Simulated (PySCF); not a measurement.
# Spinor energies of Hg⁺ (mercury, charge +1)

Start: [Xe] 4f14 5d9 6s1 6p1; 5d3/2 filled at m_j = -3/2, -1/2, +1/2, +3/2; 5d5/2 filled at m_j = -3/2, -1/2, +1/2, +3/2, +5/2; 6s1/2 filled at m_j = +1/2; 6p3/2 filled at m_j = +3/2. Calculated with PySCF 2.14 in x2c-TZVPall-2c: generalised Hartree-Fock with the X2C-1e Hamiltonian and a Gaussian nucleus; spin-orbit coupling (SO) screened by Boettger's factors. This is a chosen level, not necessarily the ground level.

| spinor shell | electrons | ε, screened SO (eV) | weight of nominal j (screened SO) | rms radius, screened SO (bohr) |
| --- | --- | --- | --- | --- |
| 1s1/2 | 2 | -83552.9 | 1.000 | 0.0187 |
| 2s1/2 | 2 | -14970.8 | 1.000 | 0.0755 |
| 2p1/2 | 2 | -14340.1 | 1.000 | 0.0639 |
| 2p3/2 | 4 | -12387.0 | 1.000 | 0.0720 |
| 3s1/2 | 2 | -3633.2 | 1.000 | 0.193 |
| 3p1/2 | 2 | -3350.2 | 1.000 | 0.184 |
| 3p3/2 | 4 | -2911.2 | 1.000 | 0.201 |
| 3d3/2 | 4 | -2448.3 | 1.000 | 0.176 |
| 3d5/2 | 6 | -2354.6 | 1.000 | 0.180 |
| 4s1/2 | 2 | -847.91 | 1.000 | 0.424 |
| 4p1/2 | 2 | -725.51 | 1.000 | 0.429 |
| 4p3/2 | 4 | -618.05 | 1.000 | 0.463 |
| 4d3/2 | 4 | -417.80 | 1.000 | 0.475 |
| 4d5/2 | 6 | -397.01 | 1.000 | 0.486 |
| 5s1/2 | 2 | -153.39 | 1.000 | 0.967 |
| 4f5/2 | 6 | -136.61 | 0.999 | 0.525 |
| 4f7/2 | 8 | -132.37 | 0.999 | 0.527 |
| 5p1/2 | 2 | -111.21 | 0.999 | 1.05 |
| 5d3/2 | 4 | -31.959 | 0.957 | 1.49 |
| 5d5/2 | 5 | -29.458 | 0.965 | 1.55 |
| 6s1/2 | 1 | -21.275 | 0.996 | 2.72 |
| 6p3/2 | 1 | -12.567 | 1.000 | 3.51 |

Task: Where does 5p3/2 lie, and what is the 5p spin-orbit splitting (screened SO)?

Result: At -91.255 eV, 19.954 eV above 5p1/2.

```tsv
quantity	screened SO
E (hartree)	-19638.98474
M_J	9/2
⟨J²⟩	24.769
⟨L²⟩	12.187
⟨S²⟩	3.934
```

Each row is a mean over spinors that exchange with the open shell spreads, by up to 5.289 eV (5p3/2).

Breit and QED terms are absent; they matter most for the inner s and p1/2 levels.

Densities and radii are taken from the X2C orbitals without a picture-change correction, which distorts them close to the nucleus.
